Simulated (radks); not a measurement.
Values are calculated unless marked as measured or tabulated.
Question: Ionisation of the hafnium ion Hf3+, [Xe] 4f14 5d1, to Hf4+, [Xe] 4f14, under several functionals. Scalar-relativistic Kohn-Sham, spin-polarised, spherical densities, finite nucleus; open shells are filled with parallel spins first (spin-orbit coupling, left out, can overturn this in heavy ions); a radial shooting solver on a logarithmic mesh with Libxc functionals. Known Delta-SCF values: r2SCAN 32.635 eV. What does HCTH/407 give, and what is its highest occupied eigenvalue?

Answer: 33.169 eV by Delta-SCF; the 5d eigenvalue is -27.551 eV. NIST: 33.37 eV (semi-empirical).
